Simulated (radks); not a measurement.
Task: Coherent X-ray form factor from a spherical all-electron density. All-electron calculation, scalar-relativistic Kohn-Sham, PBE, spin-unpolarised, spherical densities, finite nucleus; Fermi nuclear charge, rms radius of each element as measured or else 0.836 A^(1/3) + 0.57 fm. Program: a radial shooting solver on a logarithmic mesh with Libxc functionals.

sin(theta)/lambda (1/angstrom),f0 (electrons)
0.05,39.436
0.1,37.886
0.15,35.690
0.2,33.219
0.25,30.757
0.3,28.470
0.4,24.658
0.5,21.794
0.6,19.572
0.8,16.007
1,12.951
1.25,9.892
1.5,7.831
2,5.805

The species is in the configuration that NIST lists as its ground one. Which atom or ion scatters so?

Result: The molybdenum ion Mo2+, [Kr] 4d4. Extrapolating in s^2 from the first two rows gives f0(0) = 40.0, near the electron count 40; among species with that count, the fall with angle is slower the higher Z, and the table is that of Z = 42; from so few rows the species is fixed only to a neighbour or two.
